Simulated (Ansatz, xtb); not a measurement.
# C4H5FO2Se: which of two isomers lies lower

We compare I, `C[Se]/C(=C/F)C(=O)O`, a singlet, with II, `O=C(O)/C=C\[Se]CF`, a singlet. Both are isolated molecules in the gas phase, relaxed with PBE0-D3(BJ)/def2-SVP, each in the lowest conformer that the search found.

Q: Which of the two would you expect CCSD(T)/def2-SVP + ΔMP2/def2-TZVPP electronic energies to favour?

A: Not settled: CCSD(T)/def2-SVP + ΔMP2/def2-TZVPP gives E(II) − E(I) = −2.9 kcal/mol, but this leans on the basis-set step: CCSD(T) alone gives 0.0 kcal/mol.

Level by level:

```json
{"level": "GFN2-xTB", "geometry": "GFN2-xTB", "E(II) − E(I) (kcal/mol)": "−7.7", "departure from the last row (kcal/mol)": "−4.8", "job, with rough time for the two": "optimisation, 0.46 s"}
{"level": "HF/STO-3G", "geometry": "GFN2-xTB", "E(II) − E(I) (kcal/mol)": "+8.9", "departure from the last row (kcal/mol)": "+11.8", "job, with rough time for the two": "single point, 0.6 s"}
{"level": "r2SCAN-D4/def2-SVP", "geometry": "GFN2-xTB", "E(II) − E(I) (kcal/mol)": "−1.8", "departure from the last row (kcal/mol)": "+1.2", "job, with rough time for the two": "single point, 4.3 s"}
{"level": "PBE0-D3(BJ)/def2-SVP", "geometry": "PBE0-D3(BJ)/def2-SVP", "E(II) − E(I) (kcal/mol)": "−1.2", "departure from the last row (kcal/mol)": "+1.8", "job, with rough time for the two": "optimisation, 85 s"}
{"level": "HF/def2-SVP", "geometry": "PBE0-D3(BJ)/def2-SVP", "E(II) − E(I) (kcal/mol)": "−0.4", "departure from the last row (kcal/mol)": "+2.5", "job, with rough time for the two": "part of the CCSD(T) run"}
{"level": "MP2/def2-SVP", "geometry": "PBE0-D3(BJ)/def2-SVP", "E(II) − E(I) (kcal/mol)": "+0.5", "departure from the last row (kcal/mol)": "+3.4", "job, with rough time for the two": "part of the CCSD(T) run"}
{"level": "CCSD(T)/def2-SVP", "geometry": "PBE0-D3(BJ)/def2-SVP", "E(II) − E(I) (kcal/mol)": "0.0", "departure from the last row (kcal/mol)": "+3.0", "job, with rough time for the two": "single point"}
{"level": "CCSD(T)/def2-SVP + ΔMP2/def2-TZVPP", "geometry": "PBE0-D3(BJ)/def2-SVP", "E(II) − E(I) (kcal/mol)": "−2.9", "departure from the last row (kcal/mol)": "", "job, with rough time for the two": "single point, 2.8 min"}
```

As drawn, both hold the same kinds of bond in the same numbers. Structure I has 1 methyl group, II 0.

HF/STO-3G puts the two in the other order. HF/def2-SVP, MP2/def2-SVP, CCSD(T)/def2-SVP find them nearly level. The largest departure from CCSD(T)/def2-SVP + ΔMP2/def2-TZVPP is that of HF/STO-3G, 11.8 kcal/mol. The last row adds to CCSD(T) the change of the MP2 difference between the two basis sets, here −3.0 kcal/mol.

With thermal terms from frequencies at re-optimised GFN2-xTB minima (ideal gas, soft modes damped towards free rotors, one conformer each, 298.15 K, 1 atm): the zero-point term adds +0.5 kcal/mol; ΔH is −2.9 and ΔG −1.9 kcal/mol.

The correlated steps freeze 16 core orbitals; the filled d shell of Se is correlated, in a basis made for valence electrons. Programs: Ansatz 0.2.0, xtb 6.7.1; the last row on 4 threads of Arm Neoverse V1 on a shared host.
